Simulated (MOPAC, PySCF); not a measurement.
Two conformers of C3H8O (SMILES CCCO), B3LYP-D3(BJ)/def2-TZVP minima.
Conformer 1 (charge 0, multiplicity 1):
```xyz
12

C     -1.37510     0.26011    -0.36911
C     -0.37308    -0.41127     0.56586
C      1.05232     0.06520     0.35904
O      1.46528    -0.30126    -0.95731
H     -1.11544     0.07473    -1.41113
H     -2.38537    -0.11502    -0.19712
H     -1.38981     1.34213    -0.21431
H     -0.39731    -1.49561     0.42554
H     -0.64463    -0.22136     1.60870
H      1.10146     1.15496     0.48723
H      1.71036    -0.39240     1.10797
H      2.35131     0.03978    -1.11207
```
Conformer 2 (charge 0, multiplicity 1, Z-matrix in Å and degrees):
```
C
H 1 1.0950
H 1 1.0966 2 106.05
C 1 1.5233 2 108.14 3 -116.61
H 4 1.0921 1 110.12 2 -65.74
H 4 1.0970 5 107.52 1 -119.89
O 4 1.4257 5 105.19 6 -117.79
H 7 0.9635 4 108.37 5 177.37
C 1 1.5256 2 110.21 3 119.01
H 9 1.0903 1 110.87 2 178.86
H 9 1.0912 10 108.25 1 -122.35
H 9 1.0927 10 107.60 11 -116.32
```

No zero-point or thermal terms.

Rows in 6-31G* carry no dispersion term and start afresh at each structure (6-31G* with six Cartesian d functions). The state reached by PM6, PM7 isn't checked; PM7 holds dispersion and hydrogen-bond terms.

Codes used: MOPAC for PM6, PM7 (differences of heats of formation); PySCF for 6-31G* rows. Values without a source in brackets are computed.

### Question
One of these levels gives -10.2 kJ/mol for the electronic energy of conformer 2 less that of conformer 1. Which one is it?
(A) HF/6-31G*
(B) PM6
(C) PM7

### Answer
B, PM6. The others give -8.2 (PM7), 0.3 (HF/6-31G*)
